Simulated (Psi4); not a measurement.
C$_{3}$H$_{6}$Cl (SMILES C[CH]CCl), doublet, at a GFN2-xTB geometry; BLYP/STO-3G run with Psi4 1.11.

The Psi4 input:
```
memory 2 GB

molecule mol {
0 2
C     0.835192   -0.011737   -0.937763
C     2.084743   -0.177637   -0.169537
C    -0.254507    0.777394   -0.466430
H     0.677043   -0.663505   -1.782533
H     2.085227   -1.137528    0.358041
Cl   -1.350148   -0.283367    0.715905
H     2.948546   -0.189084   -0.835151
H     2.203159    0.612184    0.568440
H     0.023736    1.600461    0.184586
H    -0.977760    1.066592   -1.221389
}

set {
  basis sto-3g
  reference uks
}

energy('blyp')
print_variables()
```

It wrote (shortened):

```
   => Loading Basis Set <=

    Name: STO-3G
    Role: ORBITAL
    Keyword: BASIS

         ---------------------------------------------------------
                                   SCF
               by Justin Turney, Rob Parrish, Andy Simmonett
                          and Daniel G. A. Smith
                              UKS Reference
         ---------------------------------------------------------

  ==> Geometry <==

    Molecular point group: c1
    Full point group: C1

    Geometry (in Angstrom), charge = 0, multiplicity = 2:

       Center              X                  Y                   Z               Mass
    ------------   -----------------  -----------------  -----------------  -----------------
         C            0.941839952282     0.008435112922    -0.981913208366    12.000000000000
         C            2.191390952282    -0.157464887078    -0.213687208366    12.000000000000
         C           -0.147859047718     0.797566112922    -0.510580208366    12.000000000000
         H            0.783690952282    -0.643332887078    -1.826683208366     1.007825032230
         H            2.191874952282    -1.117355887078     0.313890791634     1.007825032230
         CL          -1.243500047718    -0.263194887078     0.671754791634    34.968852682000
         H            3.055193952282    -0.168911887078    -0.879301208366     1.007825032230
         H            2.309806952282     0.632356112922     0.524289791634     1.007825032230
         H            0.130383952282     1.620633112922     0.140435791634     1.007825032230
         H           -0.871112047718     1.086764112922    -1.265539208366     1.007825032230

  Running in c1 symmetry.

  Rotational constants: A =      0.46883  B =      0.09910  C =      0.08959 [cm^-1]
  Rotational constants: A =  14055.15283  B =   2970.98539  C =   2685.94194 [MHz]
  Nuclear repulsion =  150.000998752404712

  Charge       = 0
  Multiplicity = 2
  Electrons    = 41
  Nalpha       = 21
  Nbeta        = 20

  ==> Algorithm <==

  SCF Algorithm Type is DF.
  DIIS enabled.
  MOM disabled.
  Fractional occupation disabled.
  Guess Type is SAD.
  Energy threshold   = 1.00e-06
  Density threshold  = 1.00e-06
  Integral threshold = 1.00e-12

  ==> Primary Basis <==

  Basis Set: STO-3G
    Blend: STO-3G
    Number of shells: 20
    Number of basis functions: 30
    Number of Cartesian functions: 30
    Spherical Harmonics?: true
    Max angular momentum: 1

  ==> DFT Potential <==

   => LibXC <=

[...]
      Ntotal   =   40.9999971977 ; deviation = -2.802e-06

   @Spin Contamination Metric:   3.951263748E-03
   @S^2 Expected:                7.500000000E-01
   @S^2 Observed:                7.539512637E-01
   @S   Expected:                5.000000000E-01
   @S   Observed:                5.000000000E-01

    Orbital Energies [Eh]
    ---------------------

    Alpha Occupied:

[...]
    Alpha Virtual:

[...]
    Beta Occupied:

[...]
    Beta Virtual:

[...]
      30A      0.538539

    Final Occupation by Irrep:
              A
    DOCC [    20 ]
    SOCC [     1 ]
    NA   [    21 ]
    NB   [    20 ]

  @DF-UKS Final Energy:  -571.49827444641778

   => Energetics <=

    Nuclear Repulsion Energy =            150.0009987524047119
    One-Electron Energy =               -1084.0833927003304780
    Two-Electron Energy =                 409.1532428656856837
    DFT Exchange-Correlation Energy =     -46.5691233641777060
    Empirical Dispersion Energy =           0.0000000000000000
    VV10 Nonlocal Energy =                  0.0000000000000000
    Total Energy =                       -571.4982744464177813

  UHF NO Occupations:
  HONO-2 :   19  A 1.9994520
  HONO-1 :   20  A 1.9989938
  HONO-0 :   21  A 1.0000000
  LUNO+0 :   22  A 0.0010062
  LUNO+1 :   23  A 0.0005480
  LUNO+2 :   24  A 0.0001945
  LUNO+3 :   25  A 0.0001446

Computation Completed

Properties will be evaluated at   0.000000,   0.000000,   0.000000 [a0]

Properties computed using the SCF density matrix

 Multipole Moments:

 ------------------------------------------------------------------------------------
     Multipole            Electronic (a.u.)      Nuclear  (a.u.)        Total (a.u.)
 ------------------------------------------------------------------------------------

 L = 1.  Multiply by 2.5417464519 to convert [e a0] to [Debye]
 Dipole X            :         -7.4918381            8.2629580            0.7711198
 Dipole Y            :         -1.2087137            1.5629124            0.3541987
 Dipole Z            :          2.8631364           -3.4207058           -0.5575694
 Magnitude           :                                                    1.0153650

 ------------------------------------------------------------------------------------

  Variable Map:
  ----------------------------------------------------------------------------
[...]
  Array Variable Map:
  ----------------------------------------------------------------------------
[...]
[...]
```
